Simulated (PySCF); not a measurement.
Compound: (SiH3)2PPF2, F₂H₆P₂Si₂.
Geometry (PBE0-D3(BJ)/def2-SVP, Å), atoms numbered from 1 in this order:
```
atom  x, y, z in Å
F1    -0.3653    3.3100   -0.1905
P2    -0.1608    1.8858   -0.9146
F3     1.4249    2.0235   -1.2249
P4     0.0148    0.6194    0.9235
Si5    1.5848   -0.7893    0.0885
Si6   -1.7554   -0.7163    0.4398
H7     1.4369   -0.9870   -1.3853
H8     1.3698   -2.0968    0.7783
H9     2.9402   -0.2615    0.4032
H10   -1.8271   -1.7508    1.5113
H11   -1.6317   -1.3867   -0.8918
H12   -2.9911    0.1210    0.4542
```

Mulliken charges (e) from the PBE0/pcSseg-1 density (PySCF), one withheld:

```csv
atom,bonded to,charge
F1,P2,?
P2,F1 F3 P4,+0.8442
F3,P2,-0.3862
P4,P2 Si5 Si6,-0.4728
Si5,P4 H7 H8 H9,+0.3110
Si6,P4 H10 H11 H12,+0.2953
H7,Si5,-0.0360
H8,Si5,-0.0498
H9,Si5,-0.0234
H10,Si6,-0.0286
H11,Si6,-0.0417
H12,Si6,-0.0370
```

What is the charge on F1?

The charges add up to the total charge, 0. The others sum to +0.3750, which leaves -0.3750 e for F1 (phosphorus-bound fluorine).

Add each hydrogen's charge to the atom that carries it.

Si5 +0.2018, Si6 +0.1880. Atoms without hydrogen keep their charges.

Across which bond do the charges differ most?

P2–P4: +0.8442 on P2 against -0.4728 on P4, a difference of 1.3170 e.

Take the bonds between elements whose Pauling electronegativities differ by more than 0.25. In how many does the more electronegative atom carry the lower charge?

In 10 of 10.

How much positive and how much negative charge does this set hold in all?

+1.4505 e on 3 atoms and -1.4505 e on 9.

The Mulliken scheme gives each basis function's population to the atom it is centred on and halves the overlap population of two atoms between them. Geometry: PBE0-D3(BJ)/def2-SVP, one conformer, isolated molecule.

The run behind these numbers computed NMR shieldings as well. The run took 15 s wall on an Arm Neoverse V2 with one thread, on a shared host, and the process peaked at 1.0 GiB of memory.
